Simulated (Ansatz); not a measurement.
Ansatz (an electronic-structure program) input (SVWN5/def2-TZVPD):

Ansatz 0.2 input:
```yaml
crystal:
  periodic: [false, false, false]
  atoms:
    - {symbol: Fe, position_ang: [0.00000000, -0.00000000, -0.00000000]}
    - {symbol: F, position_ang: [-1.49076874, -0.93568145, -0.01038919]}
    - {symbol: F, position_ang: [0.01227543, 1.64293006, -0.63137094]}
    - {symbol: F, position_ang: [1.47849331, -0.70724862, 0.64176013]}
basis:
  gaussian:
    orbitals: def2-TZVPD
hamiltonian:
  xc: {name: SVWN5}
total_charge: -1
magnetization: {spin_polarized: true, initial_magnetization: 4}
```

Output:

```
Functional definition: SVWN5
integrals: 0.09 GiB planned
1053 factors; their error is unknown
mean field: 0.71 GiB planned
mean field evaluation 1: about -42429.4160 eV, gradient 1.1e1 eV
mean field evaluation 2: about -42426.4108 eV, gradient 3.9e1 eV
mean field evaluation 4: about -42429.8900 eV, gradient 3.9e0 eV
mean field evaluation 8: about -42429.9229 eV, gradient 8.0e-2 eV
mean field evaluation 16: about -42428.8418 eV, gradient 9.7e0 eV
mean field evaluation 32: about -42429.0789 eV, gradient 1.4e-5 eV
mean field -42429.92289886 eV, -1559.2709064984 hartree, gradient 3.8e-5 eV, S^2 6.046171; 7 other end points of the search recorded, 0 dependent functions left out
reference -42429.92294040 eV, -1559.2709080250 hartree; 29, 25 occupied and 139, 143 virtual orbitals, 1053 factors
Total energy: -42429.92294040 eV, -1559.2709080250 hartree
```

This state (charge -1, quintet) is run at the relaxed geometry of the species with charge 0 and multiplicity 6.
